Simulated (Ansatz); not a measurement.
This geometry of H2S + H6OSi2 (12 atoms, charge 0, multiplicity 1) is a first-order saddle point.

The calculation used RKS PBE0-D4/def2-SVP in Ansatz.

```xyz
12
Properties=species:S:1:pos:R:3
Si -0.159 -0.563 0.661
O 1.708 -0.828 0.422
H -0.947 -1.830 0.641
H 0.153 -0.402 2.141
Si -1.223 1.420 0.034
H 1.652 -1.167 -0.563
S 0.235 -1.021 -1.837
H 2.182 -1.390 1.056
H -0.194 2.298 -0.609
H -2.303 1.124 -0.952
H -1.793 2.159 1.207
H 0.689 0.201 -2.201
```

(1) Which two structures does it join? (They come from a converged band through this point; their orientation in space is the band's.)

(2) How far does it lie above each of them?

Results:

(1) Bonds broken: Si1–O2, H6–S7. Bonds formed: Si1–S7, O2–H6. H2S + H6OSi2 becomes H2O + H6SSi2.

Image 0:

```xyz
12
Properties=species:S:1:pos:R:3
Si -0.164 -0.559 1.240
O 1.431 -0.791 0.735
H -0.976 -1.802 1.038
H -0.170 -0.267 2.711
Si -1.053 1.264 0.053
H 1.268 -0.952 -1.322
S 0.509 -0.875 -2.444
H 1.939 -1.429 1.247
H 0.045 2.025 -0.615
H -2.076 0.840 -0.945
H -1.712 2.181 1.039
H 0.958 0.363 -2.736
```

Image 8:

```xyz
12
Properties=species:S:1:pos:R:3
Si -0.757 -1.058 0.135
O 1.890 0.532 0.524
H -2.097 -1.680 -0.109
H -0.220 -1.638 1.403
Si -0.882 1.289 0.165
H 1.960 -0.139 -0.175
S 0.638 -1.786 -1.376
H 2.142 0.055 1.323
H -0.102 1.865 -0.969
H -2.322 1.659 -0.050
H -0.464 1.851 1.480
H 0.214 -0.951 -2.350
```

(2) 99.9 kJ/mol above the first and 100.5 kJ/mol above the second. This is the barrier of this one path; another mechanism may lie lower. The orbitals stay closed-shell, which can raise the energy where a bond breaks towards radicals; this wasn't checked here.

The run took 5.2 min on 2 threads of Intel(R) Xeon(R) Platinum 8488C (Sapphire Rapids), with other jobs on the host, peak memory 0.27 GiB.
